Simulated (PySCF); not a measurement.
# Atomic charges by several schemes

Species: C6H8F3PS.
SMILES with atom numbers: `[CH3:1][P@:2]1(=[S:3])[CH2:4][CH:5]=[C:6]([C:7]([F:8])([F:9])[F:10])[CH2:11]1` (hydrogens: H12, H13, H14 on C1; H15, H16 on C4; H17 on C5; H18, H19 on C11)

Structure used (GFN2-xTB), in Å, numbered top down from 1:
```xyz
19
C6H8F3PS angstrom
C     -2.1283    0.3806    0.9646
P     -1.3916    0.1441   -0.6977
S     -2.5401    0.5230   -2.2044
C     -0.5813   -1.5316   -0.5974
C      0.7318   -1.2602    0.0509
C      1.1347    0.0056    0.0561
C      2.4146    0.4774    0.6728
F      3.1551   -0.5190    1.1750
F      2.1874    1.3344    1.6878
F      3.1912    1.1354   -0.2034
C      0.2452    1.0262   -0.5839
H     -2.9787   -0.2936    1.0623
H     -1.4021    0.1864    1.7509
H     -2.4890    1.4066    1.0315
H     -0.4475   -1.9140   -1.6144
H     -1.1862   -2.2544   -0.0462
H      1.3057   -2.0667    0.4799
H      0.1820    1.9536   -0.0099
H      0.5874    1.2750   -1.5937
```

Density: PBE0/pcSseg-1 (PySCF); schemes: Mulliken, IAO, Hirshfeld and ESP-fitted. Geometry: GFN2-xTB, one conformer, isolated molecule.

Task: For which atoms does the sign change between the 4 schemes (beyond +0.03 e in one, beyond −0.03 e in another)?

Result: For none.

Task: Which atoms carry the lowest charge in the Mulliken, IAO, Hirshfeld and ESP-fitted schemes?

Result: The schemes don't all agree: Mulliken C6 (-0.486); IAO C1 (-0.655); Hirshfeld S3 (-0.328); ESP-fitted C1 (-0.600).

Task: Give the atomic charges in each scheme.

Result: In e:

```json
{"atom": "C1", "environment": "sp3 carbon bound to phosphorus", "Mulliken": "-0.382", "IAO": "-0.655", "Hirshfeld": "-0.155", "ESP-fitted": "-0.600"}
{"atom": "P2", "environment": "phosphorus bonded to 3 C and S", "Mulliken": "+0.333", "IAO": "+1.083", "Hirshfeld": "+0.356", "ESP-fitted": "+0.231"}
{"atom": "S3", "environment": "sulfur bonded to P", "Mulliken": "-0.348", "IAO": "-0.593", "Hirshfeld": "-0.328", "ESP-fitted": "-0.356"}
{"atom": "C4", "environment": "sp3 carbon bound to phosphorus", "Mulliken": "-0.317", "IAO": "-0.492", "Hirshfeld": "-0.107", "ESP-fitted": "-0.186"}
{"atom": "C5", "environment": "alkene CH carbon", "Mulliken": "+0.006", "IAO": "-0.125", "Hirshfeld": "-0.031", "ESP-fitted": "-0.032"}
{"atom": "C6", "environment": "fully substituted alkene carbon", "Mulliken": "-0.486", "IAO": "-0.066", "Hirshfeld": "-0.037", "ESP-fitted": "+0.004"}
{"atom": "C7", "environment": "CF3 carbon", "Mulliken": "+0.936", "IAO": "+0.803", "Hirshfeld": "+0.257", "ESP-fitted": "+0.308"}
{"atom": "F8", "environment": "fluorine of a CF3 group", "Mulliken": "-0.266", "IAO": "-0.279", "Hirshfeld": "-0.085", "ESP-fitted": "-0.137"}
{"atom": "F9", "environment": "fluorine of a CF3 group", "Mulliken": "-0.275", "IAO": "-0.286", "Hirshfeld": "-0.100", "ESP-fitted": "-0.142"}
{"atom": "F10", "environment": "fluorine of a CF3 group", "Mulliken": "-0.269", "IAO": "-0.281", "Hirshfeld": "-0.096", "ESP-fitted": "-0.136"}
{"atom": "C11", "environment": "sp3 carbon bound to phosphorus", "Mulliken": "-0.248", "IAO": "-0.495", "Hirshfeld": "-0.117", "ESP-fitted": "-0.204"}
{"atom": "H12", "environment": "methyl hydrogen", "Mulliken": "+0.168", "IAO": "+0.173", "Hirshfeld": "+0.057", "ESP-fitted": "+0.212"}
{"atom": "H13", "environment": "methyl hydrogen", "Mulliken": "+0.149", "IAO": "+0.165", "Hirshfeld": "+0.049", "ESP-fitted": "+0.188"}
{"atom": "H14", "environment": "methyl hydrogen", "Mulliken": "+0.170", "IAO": "+0.176", "Hirshfeld": "+0.058", "ESP-fitted": "+0.213"}
{"atom": "H15", "environment": "methylene hydrogen", "Mulliken": "+0.193", "IAO": "+0.182", "Hirshfeld": "+0.058", "ESP-fitted": "+0.111"}
{"atom": "H16", "environment": "methylene hydrogen", "Mulliken": "+0.165", "IAO": "+0.166", "Hirshfeld": "+0.057", "ESP-fitted": "+0.144"}
{"atom": "H17", "environment": "vinylic hydrogen", "Mulliken": "+0.104", "IAO": "+0.172", "Hirshfeld": "+0.057", "ESP-fitted": "+0.102"}
{"atom": "H18", "environment": "methylene hydrogen", "Mulliken": "+0.170", "IAO": "+0.169", "Hirshfeld": "+0.051", "ESP-fitted": "+0.157"}
{"atom": "H19", "environment": "methylene hydrogen", "Mulliken": "+0.196", "IAO": "+0.182", "Hirshfeld": "+0.054", "ESP-fitted": "+0.123"}
```

Mean size of the charges over all atoms: IAO 0.344 e, Mulliken 0.273 e, ESP-fitted 0.189 e, Hirshfeld 0.111 e. Each set sums to the total charge, 0, to within 0.001 e. The ESP scheme is a least-squares fit of atom-centred charges to the potential on four shells outside the van der Waals surface, with the total charge fixed.

Task: How many electrons does the ESP-fitted scheme count on C4?

Result: Z − q = 6 − (-0.186) = 6.186.

Task: How closely do the schemes follow one another over all atoms?

Result: Correlation coefficient and root-mean-square difference: IAO with Hirshfeld 0.97, 0.296 e; IAO with ESP-fitted 0.87, 0.262 e; Mulliken with IAO 0.85, 0.230 e; Hirshfeld with ESP-fitted 0.83, 0.133 e; Mulliken with Hirshfeld 0.83, 0.226 e; Mulliken with ESP-fitted 0.80, 0.203 e.

Task: Sum the charges by element, for elements with more than one atom.

Result: 
```tsv
element	atoms	Mulliken	IAO	Hirshfeld	ESP-fitted
C	6	-0.491	-1.030	-0.189	-0.710
F	3	-0.810	-0.846	-0.280	-0.414
H	8	+1.315	+1.386	+0.440	+1.250
```
